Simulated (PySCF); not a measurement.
This PySCF input asks for the NMR shieldings of SMILES C[C@@H]1CCC[P@+]1(C)[AlH3-], C$_{6}$H$_{16}$AlP; the geometry comes from GFN2-xTB.

```python
import basis_set_exchange as bse
import numpy as np
from pyscf import gto, dft
from pyscf.prop import nmr

atoms = """
C    -0.843773   -1.745760    1.221059
C    -0.905538   -0.316996    0.696402
C    -1.657048   -0.191850   -0.631013
C    -1.212214    1.115893   -1.274015
C     0.315565    1.097064   -1.256971
P     0.812085    0.299732    0.326963
C     0.994082    1.735656    1.466730
Al    2.179583   -1.520035   -0.648285
H    -0.284827   -2.368809    0.519890
H    -0.333416   -1.778310    2.182208
H    -1.843813   -2.159307    1.343959
H    -1.366726    0.336453    1.447908
H    -1.373416   -1.023301   -1.279763
H    -2.737299   -0.223252   -0.478523
H    -1.596802    1.214486   -2.289935
H    -1.585192    1.958826   -0.686268
H     0.760996    2.086783   -1.367609
H     0.702098    0.454434   -2.057427
H     0.160757    2.427731    1.356251
H     1.037854    1.372492    2.492350
H     1.928777    2.245737    1.238436
H     1.052203   -2.089572   -1.597100
H     3.215094   -0.555729   -1.337260
H     2.569235   -2.352602    0.619569
"""
names = dict.fromkeys(["C", "P", "Al", "H"], "pcSseg-1")
basis = {el: gto.basis.parse(bse.get_basis(n, elements=[el], fmt="nwchem")) for el, n in names.items()}
mol = gto.M(atom=atoms, basis=basis, charge=0, verbose=0)
mf = dft.RKS(mol, xc="PBE0")
mf.grids.level = 2
mf.grids.alignment = dft.numint.BLKSIZE   # the property module wants whole blocks of grid points
mf.conv_tol = 1e-9
mf.kernel()

calc = nmr.RKS(mf)   # GIAO
C = mf.mo_coeff
Co = C[:, mf.mo_occ > 0]
resp = mf.gen_response(singlet=True, hermi=2)
def vind(x):   # induced exchange potential for any number of trial vectors
    d = np.einsum("pi,xij,qj->xpq", C, 2 * x.reshape(-1, C.shape[1], Co.shape[1]), Co, optimize=True)
    return np.einsum("xpq,pi,qj->xij", resp(d - d.transpose(0, 2, 1)), C, Co, optimize=True).ravel()
mo1, _ = nmr.rhf.solve_mo1(calc, with_cphf=vind)
sigma = calc.kernel(mo1)
for i, s in enumerate(sigma):   # ppm
    w = np.linalg.eigvalsh((s + s.T) / 2)
    print("%2d %-2s iso %8.1f  s11 %8.1f  s22 %8.1f  s33 %8.1f" % (i, mol.atom_pure_symbol(i), w.mean(), *w))
```

Task: What are the results?

Result: 
```
 0 C  iso    166.9  s11    157.7  s22    161.7  s33    181.2
 1 C  iso    144.3  s11    123.4  s22    148.8  s33    160.6
 2 C  iso    146.4  s11    113.7  s22    158.3  s33    167.2
 3 C  iso    155.4  s11    129.0  s22    163.8  s33    173.4
 4 C  iso    152.3  s11    131.1  s22    156.6  s33    169.2
 5 P  iso    350.9  s11    267.8  s22    360.3  s33    424.4
 6 C  iso    174.3  s11    162.4  s22    171.9  s33    188.7
 7 Al iso    445.7  s11    426.0  s22    436.8  s33    474.3
 8 H  iso     29.8  s11     24.4  s22     30.2  s33     34.7
 9 H  iso     30.2  s11     25.5  s22     28.0  s33     37.2
10 H  iso     30.3  s11     25.1  s22     27.7  s33     38.2
11 H  iso     30.0  s11     26.7  s22     28.4  s33     34.9
12 H  iso     30.0  s11     26.6  s22     28.3  s33     35.0
13 H  iso     29.7  s11     24.5  s22     27.5  s33     37.1
14 H  iso     29.6  s11     24.1  s22     26.6  s33     37.9
15 H  iso     30.1  s11     26.0  s22     27.5  s33     36.7
16 H  iso     30.0  s11     25.6  s22     27.6  s33     36.9
17 H  iso     29.4  s11     24.1  s22     28.7  s33     35.4
18 H  iso     30.4  s11     25.1  s22     29.5  s33     36.5
19 H  iso     30.3  s11     25.1  s22     27.9  s33     37.9
20 H  iso     30.3  s11     25.0  s22     27.1  s33     38.9
21 H  iso     27.8  s11     24.3  s22     28.3  s33     30.8
22 H  iso     27.9  s11     24.4  s22     26.8  s33     32.5
23 H  iso     27.8  s11     24.2  s22     26.2  s33     32.9
```

These numbers come from an equivalent density-fitted implementation of the same equations, which agrees with the script to about 0.01 ppm for H and up to a few tenths of a ppm for heavy atoms, so last digits may differ.

Size and cost of the density-fitted run: 230 basis functions, roughly 120 core-seconds.
